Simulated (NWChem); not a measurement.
System: Si$_{2}$H$_{4}$, singlet; SMILES [SiH3][SiH]

The following NWChem deck was run.

```
start job
memory heap 200 mb stack 900 mb global 1100 mb
geometry units angstroms noautoz
  Si     0.047685     1.344640     0.399722
  H      1.236466     1.333924    -0.558416
  Si    -0.072283    -1.018157     0.126956
  H      1.248550    -1.691932     0.285869
  H     -0.523602    -1.218750    -1.285543
  H     -1.052568    -1.702456     1.013769
end
basis spherical
  Si library 6-31g*
  H library 6-31g*
end
dft
  xc hfexch
  iterations 150
  mulliken
end
task dft gradient
```

Excerpt of the output:

```
             Northwest Computational Chemistry Package (NWChem) 7.3.0
             --------------------------------------------------------

 C1  symmetry detected

                             Geometry "geometry" -> ""
                             -------------------------

 Output coordinates in angstroms (scale by  1.889725989 to convert to a.u.)

  No.       Tag          Charge          X              Y              Z
 ---- ---------------- ---------- -------------- -------------- --------------
    1 Si                  14.0000    -0.07937927     1.31545529     0.00588463
    2 H                    1.0000     1.44717612     1.28846703    -0.00972908
    3 Si                  14.0000    -0.02711296    -1.06548388     0.00545573
    4 H                    1.0000     0.90688986    -1.62904679     1.02224553
    5 H                    1.0000     0.48895823    -1.43753541    -1.34891793
    6 H                    1.0000    -1.35213295    -1.72148459     0.17763648

 Effective nuclear repulsion energy (a.u.)      73.9766722557

  xc_inp: hfexch multiplicative factor not found.

                                 NWChem DFT Module
                                 -----------------

 Summary of "ao basis" -> "ao basis" (spherical)
 ------------------------------------------------------------------------------
       Tag                 Description            Shells   Functions and Types
 ---------------- ------------------------------  ------  ---------------------
 Si                          6-31g*                  8       18   4s3p1d
 H                           6-31g*                  2        2   2s

            General Information
            -------------------
          SCF calculation type: DFT
          Wavefunction type:  closed shell.
          No. of atoms     :     6
          No. of electrons :    32
           Alpha electrons :    16
            Beta electrons :    16
          Charge           :     0
          Spin multiplicity:     1
          Use of symmetry is: off; symmetry adaption is: off
          Maximum number of iterations: 150
          AO basis - number of functions:    44
                     number of shells:    24
          Convergence on energy requested:  1.00D-06
          Convergence on density requested:  1.00D-05
          Convergence on gradient requested:  5.00D-04

              XC Information
              --------------
                     Hartree-Fock (Exact) Exchange  1.000

      Superposition of Atomic Density Guess
      -------------------------------------

 Sum of atomic energies:        -579.62754520

      Non-variational initial energy
      ------------------------------

 Total energy =    -579.935503
 1-e energy   =    -950.302107
 2-e energy   =     296.389932
 HOMO         =      -0.214320
 LUMO         =      -0.097789

     ---------------------------------------------
      Total Density - Mulliken Population Analysis
     ---------------------------------------------

    Atom       Charge   Shell Charges
 -----------   ------   -------------------------------------------------------
    1 Si  14    13.67   2.00  2.00  5.97  1.20  1.22  0.67  0.57  0.05
    2 H    1     1.14   0.48  0.66
    3 Si  14    14.06   2.00  2.00  5.97  1.02  1.84  0.38  0.75  0.09
    4 H    1     1.04   0.47  0.57
    5 H    1     1.03   0.46  0.57
    6 H    1     1.06   0.47  0.58

   convergence    iter        energy       DeltaE   RMS-Dens  Diis-err
 ---------------- ----- ----------------- --------- --------- ---------
 d= 0,ls=0.0,diis     1   -580.0517812119 -6.54D+02  9.02D-03  7.04D-02
 d= 0,ls=0.0,diis     2   -580.0745329021 -2.28D-02  3.29D-03  5.94D-03
 d= 0,ls=0.0,diis     3   -580.0770845611 -2.55D-03  1.07D-03  3.40D-04
 d= 0,ls=0.0,diis     4   -580.0772584454 -1.74D-04  3.39D-04  1.72D-05
 d= 0,ls=0.0,diis     5   -580.0772698892 -1.14D-05  7.01D-05  6.47D-07
 d= 0,ls=0.0,diis     6   -580.0772703161 -4.27D-07  1.05D-05  2.45D-08
 d= 0,ls=0.0,diis     7   -580.0772703388 -2.27D-08  5.94D-06  5.78D-09

         Total DFT energy =     -580.077270338803
      One electron energy =     -951.606945486351
           Coulomb energy =      339.660367647741
    Exchange-Corr. energy =      -42.107364755866
 Nuclear repulsion energy =       73.976672255674

 Numeric. integr. density =        0.000000000000

                       DFT Final Molecular Orbital Analysis
                       ------------------------------------

 Vector   14  Occ=2.000000D+00  E=-4.809871D-01
              MO Center= -1.6D-01, -1.3D+00, -5.0D-01, r^2= 2.2D+00
   Bfn.  Coefficient  Atom+Function         Bfn.  Coefficient  Atom+Function
  ----- ------------  ---------------      ----- ------------  ---------------
    42      0.322027  5 H  s                 29     -0.290919  3 Si pz
    27      0.259140  3 Si px                41      0.253909  5 H  s
    44     -0.246494  6 H  s                 43     -0.198987  6 H  s
    25      0.120918  3 Si pz                23     -0.107806  3 Si px
     6     -0.074608  1 Si s                 36      0.070528  3 Si d  0

 Vector   15  Occ=2.000000D+00  E=-4.101537D-01
              MO Center=  1.4D-01,  5.5D-01,  1.8D-02, r^2= 3.2D+00
   Bfn.  Coefficient  Atom+Function         Bfn.  Coefficient  Atom+Function
  ----- ------------  ---------------      ----- ------------  ---------------
    20      0.355205  2 H  s                  7      0.340364  1 Si px
    28     -0.272485  3 Si py                19      0.223240  2 H  s
     6     -0.205088  1 Si s                 44      0.196200  6 H  s
     8      0.184301  1 Si py                10     -0.161660  1 Si s
     3     -0.135186  1 Si px                43      0.118070  6 H  s

 Vector   16  Occ=2.000000D+00  E=-3.224591D-01
              MO Center= -1.8D-01,  1.1D+00, -2.7D-03, r^2= 3.3D+00
   Bfn.  Coefficient  Atom+Function         Bfn.  Coefficient  Atom+Function
  ----- ------------  ---------------      ----- ------------  ---------------
     8      0.417400  1 Si py                10      0.386915  1 Si s
    28     -0.293194  3 Si py                 6      0.257222  1 Si s
     7     -0.214943  1 Si px                12      0.193814  1 Si py
     4     -0.155884  1 Si py                30     -0.145702  3 Si s
    32     -0.142068  3 Si py                40      0.133164  4 H  s

 Vector   17  Occ=0.000000D+00  E=-2.605399D-03
              MO Center= -7.1D-02,  1.2D+00,  2.6D-02, r^2= 3.5D+00
   Bfn.  Coefficient  Atom+Function         Bfn.  Coefficient  Atom+Function
  ----- ------------  ---------------      ----- ------------  ---------------
    13      0.657765  1 Si pz                 9      0.401098  1 Si pz
    42      0.195347  5 H  s                  5     -0.173337  1 Si pz
    40     -0.167583  4 H  s                 33      0.105874  3 Si pz
    41      0.057202  5 H  s                 35      0.049756  3 Si d -1
    39     -0.043968  4 H  s                 44     -0.032182  6 H  s

 Vector   18  Occ=0.000000D+00  E= 1.305039D-01
              MO Center= -1.5D-03,  5.3D-01, -1.8D-02, r^2= 7.3D+00
   Bfn.  Coefficient  Atom+Function         Bfn.  Coefficient  Atom+Function
  ----- ------------  ---------------      ----- ------------  ---------------
    12      1.262650  1 Si py                32      1.201720  3 Si py
    30      0.999753  3 Si s                 10     -0.843410  1 Si s
    11      0.481741  1 Si px                20     -0.415863  2 H  s
    26      0.238776  3 Si s                 33      0.230745  3 Si pz
     8      0.197661  1 Si py                28      0.181809  3 Si py

 Vector   19  Occ=0.000000D+00  E= 1.762694D-01
              MO Center= -2.6D-01, -2.1D-01, -1.3D-01, r^2= 5.8D+00
   Bfn.  Coefficient  Atom+Function         Bfn.  Coefficient  Atom+Function
  ----- ------------  ---------------      ----- ------------  ---------------
    10      1.204510  1 Si s                 32     -1.040157  3 Si py
    20     -1.025116  2 H  s                 11      0.750936  1 Si px
    31      0.705224  3 Si px                40     -0.693111  4 H  s
    30     -0.586529  3 Si s                 12     -0.527402  1 Si py
    44      0.350129  6 H  s                  6      0.318549  1 Si s

     ---------------------------------------------
      Total Density - Mulliken Population Analysis
     ---------------------------------------------

    Atom       Charge   Shell Charges
 -----------   ------   -------------------------------------------------------
    1 Si  14    13.75   2.00  2.00  5.97  1.17  1.44  0.61  0.48  0.07
    2 H    1     1.17   0.49  0.68
    3 Si  14    13.70   2.00  2.00  5.98  0.93  1.91  0.32  0.41  0.15
    4 H    1     1.12   0.49  0.63
    5 H    1     1.13   0.49  0.64
    6 H    1     1.13   0.50  0.63

     -------------------------------------------
      Total Density - Lowdin Population Analysis
     -------------------------------------------

    Atom       Charge   Shell Charges
 -----------   ------   -------------------------------------------------------
    1 Si  14    13.87   2.00  1.99  5.88  0.97  1.39  0.64  0.90  0.09
    2 H    1     1.07   0.50  0.58
    3 Si  14    13.87   2.00  1.98  5.90  0.69  1.74  0.40  0.98  0.19
    4 H    1     1.06   0.49  0.56
    5 H    1     1.06   0.49  0.57
    6 H    1     1.07   0.50  0.57

     Multipole analysis of the density
     ---------------------------------

     L   x y z        total         alpha         beta         nuclear
     -   - - -        -----         -----         ----         -------
     0   0 0 0     -0.000000    -16.000000    -16.000000     32.000000

     1   1 0 0      0.087359      0.043679      0.043679      0.000000
     1   0 1 0      0.033071      0.016536      0.016536      0.000000
     1   0 0 1      0.073055      0.036527      0.036527      0.000000

     2   2 0 0    -24.168512    -21.159434    -21.159434     18.150356
     2   1 1 0      0.918610     -1.245188     -1.245188      3.408986
     2   1 0 1      0.018993      0.001245      0.001245      0.016503
     2   0 2 0    -25.991125   -101.314156   -101.314156    176.637187
     2   0 1 1      0.106997      0.084765      0.084765     -0.062533
     2   0 0 2    -20.263791    -15.304790    -15.304790     10.345789

            General Information
            -------------------
          SCF calculation type: DFT
          Wavefunction type:  closed shell.
          No. of atoms     :     6
          No. of electrons :    32
           Alpha electrons :    16
            Beta electrons :    16
          Charge           :     0
          Spin multiplicity:     1
          Use of symmetry is: off; symmetry adaption is: off
          Maximum number of iterations: 150
          AO basis - number of functions:    44
                     number of shells:    24
          Convergence on energy requested:  1.00D-06
          Convergence on density requested:  1.00D-05
          Convergence on gradient requested:  5.00D-04

              XC Information
              --------------
                     Hartree-Fock (Exact) Exchange  1.000

          Convergence Information
          -----------------------
          Convergence aids based upon iterative change in
          total energy or number of iterations.
          Levelshifting, if invoked, occurs when the
          HOMO/LUMO gap drops below (HL_TOL):  1.00D-02
          DIIS, if invoked, will attempt to extrapolate
          using up to (NFOCK): 10 stored Fock matrices.

                    Damping( 0%)  Levelshifting(0.5)       DIIS
                  --------------- ------------------- ---------------
          dE  on:    start            ASAP                start
          dE off:    2 iters        150 iters           150 iters

                            NWChem DFT Gradient Module
                            --------------------------

  charge          =   0.00
  wavefunction    = closed shell

                         DFT ENERGY GRADIENTS

    atom               coordinates                        gradient
                 x          y          z           x          y          z
   1 Si     -0.150005   2.485850   0.011120   -0.007440   0.000024  -0.000816
   2 H       2.734766   2.434850  -0.018385    0.005191  -0.003530   0.000043
   3 Si     -0.051236  -2.013473   0.010310    0.001184   0.007893   0.002246
   4 H       1.713773  -3.078452   1.931764    0.002843  -0.002257   0.002323
   5 H       0.923997  -2.716548  -2.549085    0.001539  -0.000544  -0.003889
   6 H      -2.555161  -3.253134   0.335684   -0.003317  -0.001585   0.000093
```

Level: Hartree-Fock/6-31G* (spherical d). Low-valent species are run as closed-shell singlets; no triplet was tried in these runs. Coordinates come from a PBE0-D3(BJ)/def2-TZVP optimisation.
